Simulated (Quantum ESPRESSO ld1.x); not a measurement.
Input file for ld1.x (Quantum ESPRESSO 7.5):

```
 &input
    atom='Ga',
    iswitch=1,
    rel=2,
    dft='BLYP',
    config='[Ar] 3d9.5 4p2.5',
    rel_dist='energy',
    verbosity='high',
    lsmall=.true.,
    prefix='ld1',
    max_out_wfc=37,
    file_charge='ld1.rho',
 /
```

Command: `OMP_NUM_THREADS=1 ld1.x < ld1.in > ld1.out`

Output (excerpt):

```
     Program LD1 v.7.5 starts

     --------------------------- All-electron run ----------------------------

     dirac relativistic calculation

     atomic number is 31.00
     dft =BLYP   lsd =0 sic =0 latt =0  beta=0.20 tr2=1.0E-14
     Exchange-correlation= BLYP
                           (   1   3   1   3   0   0   0)
     mesh =2005 r(mesh) =  99.28682 a.u. xmin = -8.00 dx = 0.00800
     1 Ry =  13.60569312 eV, c = 137.03599908

     n l j   nl                  e(Ry)          e(Ha)          e(eV)
     Spin orbit split results
     1 0 0.5 1S 1( 2.00)    -753.130552390    -376.565276195 -10246.8631774
     2 0 0.5 2S 1( 2.00)     -94.029556654     -47.014778327  -1279.3372923
     2 1 0.5 2P 1( 2.00)     -83.399502307     -41.699751154  -1134.7080350
     2 1 1.5 2P 1( 4.00)     -81.365425052     -40.682712526  -1107.0330041
     3 0 0.5 3S 1( 2.00)     -12.091262236      -6.045631118   -164.5100035
     3 1 0.5 3P 1( 2.00)      -8.652259112      -4.326129556   -117.7199823
     3 1 1.5 3P 1( 4.00)      -8.382593344      -4.191296672   -114.0509926
     3 2 1.5 3D 1( 4.00)      -2.607844740      -1.303922370    -35.4815352
     3 2 2.5 3D 1( 5.50)      -2.572357626      -1.286178813    -34.9987085
     4 1 0.5 4P 1( 2.00)      -0.858572629      -0.429286315    -11.6814757
     4 1 1.5 4P 1( 0.50)      -0.842102307      -0.421051154    -11.4573856
     Averaged results
     1 0     1S 1( 2.00)    -753.130552390    -376.565276195 -10246.8631774
     2 0     2S 1( 2.00)     -94.029556654     -47.014778327  -1279.3372923
     2 1     2P 1( 6.00)     -82.043450804     -41.021725402  -1116.2580144
     3 0     3S 1( 2.00)     -12.091262236      -6.045631118   -164.5100035
     3 1     3P 1( 6.00)      -8.472481933      -4.236240967   -115.2739892
     3 2     3D 1( 9.50)      -2.586552472      -1.293276236    -35.1918392
     4 1     4P 1( 2.50)      -0.847592414      -0.423796207    -11.5320823

     final scf error:  1.6E-15 reached in  36 iterations

     Etot =   -3886.518415 Ry,   -1943.259207 Ha,  -52878.776867 eV

     Ekin =    3964.018112 Ry,    1982.009056 Ha,   53933.213965 eV
     Encl =   -9342.573442 Ry,   -4671.286721 Ha, -127112.187235 eV
     Eh   =    1642.818849 Ry,     821.409424 Ha,   22351.689112 eV
     Exc  =    -150.781933 Ry,     -75.390966 Ha,   -2051.492709 eV

     normalization and overlap integrals

     s(1S/1S) =  1.000000  <r> =   0.0486  <r2> =    0.0032  r(max) =   0.0317
     LC norm =  0.98744944 + SC norm =  0.01255056 =  1.00000000
     s(2S/2S) =  1.000000  <r> =   0.2176  <r2> =    0.0559  r(max) =   0.1831
     LC norm =  0.99758769 + SC norm =  0.00241231 =  1.00000000
     s(2P/2P) =  1.000000  <r> =   0.1883  <r2> =    0.0436  r(max) =   0.1452
     LC norm =  0.99759842 + SC norm =  0.00240158 =  1.00000000
     s(2P/2P) =  1.000000  <r> =   0.1918  <r2> =    0.0451  r(max) =   0.1475
     LC norm =  0.99764389 + SC norm =  0.00235611 =  1.00000000
     s(3S/3S) =  1.000000  <r> =   0.6498  <r2> =    0.4875  r(max) =   0.5655
     LC norm =  0.99945156 + SC norm =  0.00054844 =  1.00000000
     s(3P/3P) =  1.000000  <r> =   0.6684  <r2> =    0.5266  r(max) =   0.5610
     LC norm =  0.99950034 + SC norm =  0.00049966 =  1.00000000
     s(3P/3P) =  1.000000  <r> =   0.6790  <r2> =    0.5433  r(max) =   0.5701
     LC norm =  0.99951257 + SC norm =  0.00048743 =  1.00000000
     s(3D/3D) =  1.000000  <r> =   0.7765  <r2> =    0.7752  r(max) =   0.5262
     LC norm =  0.99964013 + SC norm =  0.00035987 =  1.00000000
     s(3D/3D) =  1.000000  <r> =   0.7818  <r2> =    0.7860  r(max) =   0.5305
     LC norm =  0.99964367 + SC norm =  0.00035633 =  1.00000000
     s(4P/4P) =  1.000000  <r> =   2.5828  <r2> =    7.7295  r(max) =   2.1170
     LC norm =  0.99995549 + SC norm =  0.00004451 =  1.00000000
     s(4P/4P) =  1.000000  <r> =   2.6193  <r2> =    7.9457  r(max) =   2.1512
     LC norm =  0.99995657 + SC norm =  0.00004343 =  1.00000000

     LC charge = 29.94829077 + SC charge =  0.05170923 = 30.00000000

     ------------------------ End of All-electron run ------------------------
```

Run on one thread of a shared host, so times are rough (Intel(R) Xeon(R) Processor @ 2.60GHz): 0.59 s of CPU time, 1.4 s wall, 36 iterations on 2005 mesh points.
